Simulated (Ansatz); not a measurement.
`C=C[SiH2]C=N` + CH₃OH → `COC=N` + `C=C[SiH3]`  (substitution at a C–Si bond)

Gas-phase electronic energies from Ansatz, PBE0-D4/def2-TZVP geometries. CBS: MP2 limit from def2 TZ/QZ plus the TZ coupled-cluster correction, frozen cores. This one scheme is used for every species. One conformer a species, not always the lowest.

`C=C[SiH2]C=N`:

```xyz
12

C    -1.462    0.409    1.748
C    -0.601    0.773    0.802
Si    0.847   -0.272    0.310
C     0.871   -0.558   -1.560
N     0.045    0.065   -2.297
H    -1.360   -0.530    2.285
H    -2.310    1.028    2.026
H    -0.759    1.718    0.287
H     2.148    0.370    0.657
H     0.787   -1.587    1.007
H     1.619   -1.250   -1.980
H     0.173   -0.166   -3.285
```

CH₃OH:

Cartesian coordinates in Å:
```
C 0.303 -0.108 -0.153
O -1.073 -0.120 0.148
H 0.487 -0.936 -0.838
H 0.927 -0.257 0.737
H 0.615 0.820 -0.648
H -1.259 0.601 0.753
```

`COC=N`:

```xyz
9

C    -0.556   -1.103   -0.376
O     0.052   -0.547    0.783
C     0.496    0.702    0.659
N     0.397    1.371   -0.405
H    -0.855   -2.111   -0.099
H    -1.423   -0.511   -0.676
H     0.151   -1.124   -1.207
H     0.941    1.028    1.602
H     0.797    2.295   -0.282
```

`C=C[SiH3]`:

Z-matrix (Å, degrees):
```
Si
C 1 1.859
H 1 1.488 2 110.8
H 1 1.487 2 109.0 3 -120.3
H 1 1.488 2 110.8 3 119.3
C 2 1.330 1 123.1 3 120.2
H 2 1.089 1 118.8 3 -59.8
H 6 1.087 2 122.2 1 -180.0
H 6 1.087 2 121.7 1 0.0
```

| species | MP2/def2-QZVPP energy (Eh) |
| --- | --- |
| `C=C[SiH2]C=N` | -461.96807 |
| CH₃OH | -115.55941 |
| `COC=N` | -208.86302 |
| `C=C[SiH3]` | -368.67396 |

(1) Work out ΔE.

Largest T1 diagnostic among the species: 0.014.

Results:

(1) ΔE = (-208.86302) + (-368.67396) − (-461.96807) − (-115.55941) = -0.00950 Eh = -6.0 kcal/mol. CCSD(T)/CBS gives -5.1 kcal/mol.

In def2-TZVPP, CCSD(T) changes the Hartree–Fock value by +1.9 kcal/mol (the triples alone add −0.3 kcal/mol) and MP2 by +1.4 kcal/mol.
